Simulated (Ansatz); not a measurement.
A nudged elastic band was laid between two geometries of H3P + H4O3Si (12 atoms, charge 0, multiplicity 1).

The calculation used UKS PBE0-D4/cc-pVDZ (Ansatz).

| Item | Value |
| --- | --- |
| movable images | 9 |
| climbing image | yes |
| spring | 5.0 eV/Å² |
| optimiser | quadratic models (default) |
| start path | through a guess of the saddle point |
| force threshold | 0.03 eV/Å |
| iteration limit | 60 |
| end points | relaxed |

Initial state:

```xyz
12
Properties=species:S:1:pos:R:3
Si -0.683 -0.770 1.024
H -0.251 -2.168 1.292
O -1.989 -0.542 2.033
O -1.154 -0.474 -0.546
O 0.586 0.305 1.293
H 1.377 -0.280 -2.492
P 1.836 1.053 -2.217
H -2.502 0.252 1.836
H -0.453 -0.102 -1.099
H 1.061 0.164 2.121
H 1.628 0.927 -0.803
H 0.543 1.634 -2.442
```

Final state:

```xyz
12
Properties=species:S:1:pos:R:3
Si -0.382 0.460 0.289
H 0.795 -2.727 -0.197
O -0.716 -1.083 0.852
O -1.884 1.205 0.194
O 0.652 1.171 1.390
H 1.247 -3.190 -0.603
P 0.612 0.442 -1.729
H -1.548 -1.444 0.525
H -1.870 2.103 -0.157
H 0.387 1.021 2.308
H 1.901 0.179 -1.162
H 0.806 1.864 -1.711
```

(1) What changes between the two ends?

(2) Give the energies along the band, and the barrier.

The band took 60 iterations and of the order of 2.4 core-hours.

Answers

(1) Bonds broken: Si1–H2, H6–P7. Bonds formed: Si1–P7, H2–H6. H3P + H4O3Si becomes H2 + H5O3PSi.

(2) The run ended unconverged. The highest image is number 7 of 0 to 10, 2.45 eV above the first end and 2.40 eV above the last; the last end lies 0.05 eV above the first. The band didn't meet its force threshold, so its energies are provisional: the largest band force was still 0.10 eV/Å, and over the last iterations the top stayed at 2.45 eV. Neighbouring images lie up to 3.1 Å apart, so the band is torn or far too coarse. Inner images lie below an end point, which means an intermediate or an end that isn't the lowest structure nearby. The orbitals stay closed-shell, which can raise the energy where a bond breaks towards radicals; this wasn't checked here.

```csv
image,path coordinate (Å),energy (eV),Si1–H2 (Å),H6–P7 (Å),Si1–P7 (Å)
0,0.00,0.00,1.49,1.44,4.49
1,2.04,0.02,1.49,1.43,4.20
2,4.07,0.06,1.49,1.43,4.39
3,6.13,0.04,1.49,1.43,4.35
4,8.19,-0.07,1.49,1.43,3.87
5,10.26,-0.06,1.49,1.43,3.80
6,12.32,0.02,1.49,1.43,3.35
7,14.39,2.45,1.77,1.61,2.44
8,17.44,0.05,3.24,3.27,2.25
9,20.50,0.05,3.75,5.14,2.25
10,23.56,0.05,3.43,3.86,2.25
```

Run time: 38 min on 4 threads of Arm Neoverse N1 (shared host), peak memory 0.42 GiB.
